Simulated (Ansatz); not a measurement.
Cartesian coordinates in Å:
```
N -0.878 0.075 -2.572
Al -0.354 -0.230 -0.920
Si 0.709 1.295 1.143
B 0.249 -0.482 0.931
Zn 0.256 -2.072 2.150
H -1.790 0.416 -2.836
H -0.292 -0.005 -3.388
H 0.589 2.320 0.055
H 1.252 1.994 2.345
H 0.260 -3.311 3.092
```

The species carries charge 0 and has multiplicity 1.

Question: List the CAM-B3LYP/def2-TZVPP orbital energies in eV (Ansatz). (Best estimate.)

Answer: The calculation gave: Occupied: -9451.04, -1800.52, -1526.68, -1150.17, -1013.59, -1013.59, -1013.53, -391.43, -184.48, -145.11, -133.00, -114.74, -100.50, -100.41, -100.35, -89.27, -89.27, -89.13, -75.41, -75.40, -75.20, -25.40, -16.94, -15.57, -15.52, -15.18, -15.18, -15.11, -15.09, -14.31, -13.08, -11.37, -10.17, -9.74, -8.56, -7.94, -6.85. Lowest empty: -0.53, -0.20, 0.29, 0.35, 1.09, 1.83, 1.95, 2.51.
